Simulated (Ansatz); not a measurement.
Consider the substitution at a C–C bond: `CCCCF` + `OB(O)[SiH3]` → `OB([SiH3])OCF` + propane.

Program: Ansatz. Geometries: PBE0-D4/def2-TZVP. ΔE: electronic, gas phase. CBS: MP2 limit from def2 TZ/QZ plus the TZ coupled-cluster correction, frozen cores. Each species was taken in one conformer, which may not be the lowest.

```json
{"level": "SCS-MP2/def2-TZVPP", "ΔE (kJ/mol)": "21.9"}
{"level": "CCSD/def2-TZVPP", "ΔE (kJ/mol)": "21.4"}
{"level": "MP2/def2-QZVPP", "ΔE (kJ/mol)": "26.8"}
{"level": "CCSD/CBS(def2)", "ΔE (kJ/mol)": "24.9"}
```

**Question.** What does CCSD(T)/CBS give? (An estimate is asked.)

**Answer.** Ansatz gave: +24.2 kJ/mol. The listed levels differ from it by -2.3, -2.8, 2.6, 0.7 kJ/mol.

Largest T1 diagnostic among the species: 0.014.

In def2-TZVPP, CCSD(T) changes the Hartree–Fock value by +6.1 kJ/mol (the triples alone add −0.7 kJ/mol) and MP2 by +10.0 kJ/mol.
